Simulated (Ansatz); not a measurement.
Consider the substitution at a C–Zn bond: `[CH3][Zn][CH2]Cl` + `N=C(O)O` → `COC(=N)O` + `Cl[CH2][ZnH]`.

Isolated molecules relaxed with PBE0-D4/def2-TZVP in Ansatz; ΔE leaves out vibrations. CCSD(T)/CBS is the MP2 limit (def2-TZVPP, def2-QZVPP) plus CCSD(T) − MP2 in def2-TZVPP, frozen cores. DFT in def2-TZVPP. B3LYP here is the variant with VWN-RPA as its local correlation; programs differ in this. For Zn outer-core shells are correlated without core-valence functions, which leaves a few kJ/mol of doubt a bond. Scalar relativity is left out up to krypton. One conformer a species, not always the lowest.

`[CH3][Zn][CH2]Cl`:

```xyz
9

C    -0.024    1.903    0.513
Zn    0.100    0.019    0.091
C     0.167   -1.878   -0.384
Cl   -1.157   -2.138   -1.585
H    -0.861    2.364   -0.016
H    -0.176    2.054    1.585
H     0.890    2.429    0.224
H    -0.029   -2.560    0.443
H     1.090   -2.192   -0.870
```

`N=C(O)O`:

Cartesian coordinates in Å:
```
N -1.091 0.311 0.008
C 0.085 -0.151 0.047
O 0.337 -1.384 0.481
O 1.249 0.415 -0.298
H -1.140 1.261 -0.343
H -0.519 -1.759 0.719
H 1.079 1.307 -0.613
```

`COC(=N)O`:

Z-matrix (Å, degrees):
```
C
O 1 1.412
H 1 1.094 2 111.2
H 1 1.088 2 106.1 3 -118.8
H 1 1.094 2 111.1 3 122.4
C 2 1.335 1 116.4 3 -61.2
O 6 1.335 2 107.8 1 180.0
N 6 1.264 2 130.6 1 -0.0
H 7 0.965 6 105.5 2 180.0
H 8 1.012 6 113.4 2 -0.0
```

`Cl[CH2][ZnH]`:

```xyz
6

Cl   -0.466    1.171   -1.508
C    -0.578    0.367    0.105
Zn    0.970   -0.823    0.200
H    -0.587    1.163    0.849
H    -1.543   -0.138    0.134
H     2.203   -1.740    0.220
```

(1) Is it downhill or uphill in electronic energy at CCSD(T)/CBS, and by how much? (Best estimate.)

(2) What do these levels give: PBE-D4, PBE0-D4, ωB97X-V, r2SCAN, B3LYP, HF/CBS(def2)? (Best estimate.)

Largest T1 diagnostic among the species: 0.014.

## Answers

(1) Ansatz gave: Uphill: ΔE = +17.6 kcal/mol.

(2) The calculation gave: PBE-D4 16.7, PBE0-D4 16.5, ωB97X-V 15.1, r2SCAN 16.7, B3LYP 16.1, HF/CBS(def2) 12.8 kcal/mol.

In def2-TZVPP, CCSD(T) changes the Hartree–Fock value by +3.8 kcal/mol (the triples alone add +0.2 kcal/mol) and MP2 by +6.0 kcal/mol. The D4 term adds −0.8 kcal/mol with B3LYP and −0.4 kcal/mol with PBE0; it sums over pairs of atoms, weighted by their polarisabilities, and B3LYP, whose exchange is more repulsive, gets the larger term.
